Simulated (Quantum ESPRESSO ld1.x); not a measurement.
ld1.x (Quantum ESPRESSO 7.5) input

```
 &input
    zed=42.0,
    iswitch=1,
    rel=1,
    lsd=1,
    dft='PZ',
    config='[Kr] 4d5 5s0 5p0 4f0 5d0',
    verbosity='high',
    prefix='ld1',
    max_out_wfc=37,
    file_charge='ld1.rho',
 /
```

Command: `OMP_NUM_THREADS=1 ld1.x < ld1.in > ld1.out`

It prints (banner and zero overlaps left out):

```
     Program LD1 v.7.5 starts

     --------------------------- All-electron run ----------------------------

     scalar relativistic calculation

     atomic number is 42.00
     dft =PZ   lsd =1 sic =0 latt =0  beta=0.20 tr2=1.0E-14
     Exchange-correlation= PZ
                           (   1   1   0   0   0   0   0)
     mesh =2043 r(mesh) =  99.31835 a.u. xmin = -8.00 dx = 0.00800
     1 Ry =  13.60569312 eV, c = 137.03599908

     n l     nl                  e(Ry)          e(Ha)          e(eV)
     1 0     1S 1( 1.00)   -1455.382135542    -727.691067771 -19801.4827129
     2 0     2S 1( 1.00)    -206.008655820    -103.004327910  -2802.8905518
     2 1     2P 1( 3.00)    -184.353676565     -92.176838282  -2508.2595494
     3 0     3S 1( 1.00)     -35.414002721     -17.707001360   -481.8320533
     3 1     3P 1( 3.00)     -28.320341147     -14.160170574   -385.3178708
     4 0     4S 1( 1.00)      -5.287459071      -2.643729536    -71.9395455
     4 1     4P 1( 3.00)      -3.398192723      -1.699096362    -46.2347674
     3 2     3D 1( 5.00)     -16.742046322      -8.371023161   -227.7871445
     4 2     4D 1( 5.00)      -0.846825767      -0.423412884    -11.5216515
     5 0     5S 1( 0.00)      -0.785074129      -0.392537064    -10.6814777
     5 1     5P 1( 0.00)      -0.469363478      -0.234681739     -6.3860155
     4 3     4F 1( 0.00)      -0.067081828      -0.033540914     -0.9126948
     5 2     5D 1( 0.00)      -0.150044921      -0.075022461     -2.0414651
     1 0     1S 2( 1.00)   -1455.382431110    -727.691215555 -19801.4867343
     2 0     2S 2( 1.00)    -205.973399560    -102.986699780  -2802.4108659
     2 1     2P 2( 3.00)    -184.326351772     -92.163175886  -2507.8877767
     3 0     3S 2( 1.00)     -35.388926069     -17.694463035   -481.4908681
     3 1     3P 2( 3.00)     -28.293021943     -14.146510972   -384.9461741
     4 0     4S 2( 1.00)      -5.105611198      -2.552805599    -69.4653792
     4 1     4P 2( 3.00)      -3.200565994      -1.600282997    -43.5459187
     3 2     3D 2( 5.00)     -16.705055697      -8.352527849   -227.2838614
     4 2     4D 2( 0.00)      -0.638370650      -0.319185325     -8.6854752
     5 0     5S 2( 0.00)      -0.641229008      -0.320614504     -8.7243651
     5 1     5P 2( 0.00)      -0.374337310      -0.187168655     -5.0931186
     4 3     4F 2( 0.00)      -0.065883274      -0.032941637     -0.8963876
     5 2     5D 2( 0.00)      -0.133006947      -0.066503473     -1.8096517

     final scf error:  9.5E-15 reached in  26 iterations

     Etot =   -8088.557241 Ry,   -4044.278621 Ha, -110050.427635 eV
     Total magnetization:    5.00 Bohr mag.

     Ekin =    8337.631947 Ry,    4168.815973 Ha,  113439.261641 eV
     Encl =  -19482.895602 Ry,   -9741.447801 Ha, -265078.298707 eV
     Eh   =    3295.127290 Ry,    1647.563645 Ha,   44832.490705 eV
     Exc  =    -238.420876 Ry,    -119.210438 Ha,   -3243.881274 eV
```

Run on one thread of a shared host, so times are rough (Intel(R) Xeon(R) Processor @ 2.60GHz): 0.86 s of CPU time, 0.91 s wall, 26 iterations on 2043 mesh points.
